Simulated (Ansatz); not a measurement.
Ansatz (an electronic-structure program) input (B3LYP/6-31G*):

Ansatz 0.2 input:
```yaml
crystal:
  periodic: [false, false, false]
  atoms:
    - {symbol: C, position_ang: [-2.41258030, -0.01888964, -0.05731211]}
    - {symbol: C, position_ang: [-0.93801091, 0.30083308, -0.04676144]}
    - {symbol: C, position_ang: [-0.05226916, -0.70089223, 0.05439762]}
    - {symbol: Cl, position_ang: [1.73554293, 0.08710432, 0.03538939]}
    - {symbol: H, position_ang: [-2.90761299, 0.31745366, -0.98009618]}
    - {symbol: H, position_ang: [-2.95041684, 0.45692304, 0.77578377]}
    - {symbol: H, position_ang: [-2.55399749, -1.09976569, 0.02509439]}
    - {symbol: H, position_ang: [-0.67504020, 1.35830825, -0.12434605]}
basis:
  gaussian:
    orbitals: 6-31G*
hamiltonian:
  xc: {name: B3LYP}
total_charge: -1
relax: {f_tol: 0.003, max_steps: 120}
```

From the output:

```
mean field: 0.23 GiB planned
mean field -15697.29857153 eV, -576.8650824924 hartree, gradient 1.4e-5 eV, S^2 0.000000; 0 other end points of the search recorded, 0 dependent functions left out
the calculation of the forces begins
reference -15697.29880111 eV, -576.8650909295 hartree; 20, 20 occupied and 52, 52 virtual orbitals, 818 factors
relax step   6: F+E_penalty+E_count = -15697.29857153 eV  Δ(F+E_penalty+E_count) = -2.027e-5 eV  max|allowed force component| = 3.765e-3 eV/Å  Δτ_max = 0.0022 Å  (25 SCF iters, accepted)
these checks for a lower state are left out or cut short: starts, cluster_reference, orbital_swaps, neighbouring_geometries, increment
integrals: 0.02 GiB planned
818 factors; integrals over basis functions are off by at most 4.4e-4 eV
mean field: 0.23 GiB planned
mean field -15697.29857194 eV, -576.8650825077 hartree, gradient 1.1e-5 eV, S^2 0.000000; 0 other end points of the search recorded, 0 dependent functions left out
the calculation of the forces begins
reference -15697.29880152 eV, -576.8650909446 hartree; 20, 20 occupied and 52, 52 virtual orbitals, 818 factors
relax step   7: F+E_penalty+E_count = -15697.29857194 eV  Δ(F+E_penalty+E_count) = -4.168e-7 eV  max|allowed force component| = 3.653e-4 eV/Å  Δτ_max = 0.0003 Å  (21 SCF iters, accepted)
integrals: 0.02 GiB planned
818 factors; integrals over basis functions are off by at most 4.4e-4 eV
mean field: 0.23 GiB planned
mean field evaluation 64: about -15697.2327 eV, gradient 4.2e0 eV
mean field -15697.29857194 eV, -576.8650825077 hartree, gradient 1.1e-5 eV, S^2 0.000000; 1 other end points of the search recorded, 0 dependent functions left out
the calculation of the forces begins
reference -15697.29880152 eV, -576.8650909446 hartree; 20, 20 occupied and 52, 52 virtual orbitals, 818 factors
Total energy: -15697.29880152 eV, -576.8650909446 hartree
Atom 0 at    -2.417438    -0.014989    -0.057740 Å, force     0.000019     0.000253    -0.000020 eV/Å
Atom 1 at    -0.937504     0.306426    -0.047193 Å, force     0.000349     0.000365    -0.000020 eV/Å
Atom 2 at    -0.082078    -0.732082     0.056148 Å, force    -0.000285     0.000039    -0.000010 eV/Å
Atom 3 at     1.805672     0.102571     0.035870 Å, force    -0.000019    -0.000030     0.000002 eV/Å
Atom 4 at    -2.922815     0.316894    -0.982708 Å, force     0.000085     0.000034    -0.000008 eV/Å
Atom 5 at    -2.965730     0.456724     0.777712 Å, force     0.000084     0.000035     0.000006 eV/Å
Atom 6 at    -2.556236    -1.100678     0.025112 Å, force     0.000046    -0.000365     0.000030 eV/Å
Atom 7 at    -0.678255     1.366210    -0.125052 Å, force    -0.000280    -0.000330     0.000019 eV/Å
Dipole moment:    -0.614833     0.368281    -0.044241 e Å
```

The dipole moment of an ion depends on the origin.

The geometry given is a B3LYP-D3(BJ)/def2-TZVP minimum.
